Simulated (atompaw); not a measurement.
P (Z = 15) PAW (atompaw): all-electron and pseudo phase curves

phosphorus (P), PAW, made with atompaw 4.2.0.5 (PBE, scalar-relativistic). Core [He], reference 2s2 2p6 3s2 3p3. Waves: 2s (bound): rc 0.70 bohr; 3s (bound): rc 0.85 bohr; 2p (bound): rc 0.65 bohr; 3p (bound): rc 1.05 bohr; 3d channel at 0.3 Ry: rc 1.05 bohr; 3d channel at 1.7 Ry: rc 1.05 bohr. Local part: troulliermartins scheme with l = 3 at 0 Ry, radius 1.05 bohr. Core correction: smooth core density matched at 0.55 bohr. Augmentation charge: sinc compensation charge, radius 1.05 bohr; PAW radius 1.05 bohr; waves and projectors: custom polynom gramschmidtortho.

The phase is arctan(r·u′/u) with u = r·R(r), unwrapped; energies in Ry, scanned from -15 to 5 Ry. A pole is an energy at which the radial function vanishes at the test radius. The pseudo phase is shifted by a multiple of π to meet the all-electron one at the reference energy, and phase errors are pseudo minus all-electron; the curves can meet again beyond the range given. Levels narrower than the energy grid can be missing from the lists of poles.

```json
{"channel": "s", "radius (bohr)": "1.06", "reference energy (Ry)": "-1.03", "poles, all-electron": "-11.83", "poles, pseudo": "-11.83", "unbroken range about the reference energy with phases within 0.05 rad": "the whole range", "phase error 1 Ry above the reference energy (rad)": "+0.000"}
{"channel": "p", "radius (bohr)": "1.06", "reference energy (Ry)": "-0.40", "poles, all-electron": "-8.29", "poles, pseudo": "-8.29", "unbroken range about the reference energy with phases within 0.05 rad": "the whole range", "phase error 1 Ry above the reference energy (rad)": "-0.000"}
{"channel": "d", "radius (bohr)": "1.06", "reference energy (Ry)": "0.30", "poles, all-electron": "none", "poles, pseudo": "none", "unbroken range about the reference energy with phases within 0.05 rad": "the whole range", "phase error 1 Ry above the reference energy (rad)": "+0.000"}
```

Phases in the d channel:

| E (Ry) | all-electron | pseudo |
| --- | --- | --- |
| -15.00 | 1.333 | 1.333 |
| -14.04 | 1.326 | 1.326 |
| -13.08 | 1.317 | 1.318 |
| -12.12 | 1.309 | 1.309 |
| -11.16 | 1.299 | 1.299 |
| -10.20 | 1.288 | 1.288 |
| -9.24 | 1.275 | 1.275 |
| -8.28 | 1.261 | 1.261 |
| -7.32 | 1.245 | 1.245 |
| -6.36 | 1.226 | 1.226 |
| -5.40 | 1.204 | 1.204 |
| -4.44 | 1.178 | 1.178 |
| -3.48 | 1.145 | 1.146 |
| -2.52 | 1.105 | 1.105 |
| -1.56 | 1.054 | 1.054 |
| -0.60 | 0.986 | 0.986 |
| 0.36 | 0.892 | 0.892 |
| 1.32 | 0.757 | 0.757 |
| 2.28 | 0.553 | 0.553 |
| 3.24 | 0.245 | 0.245 |
| 4.20 | -0.164 | -0.164 |
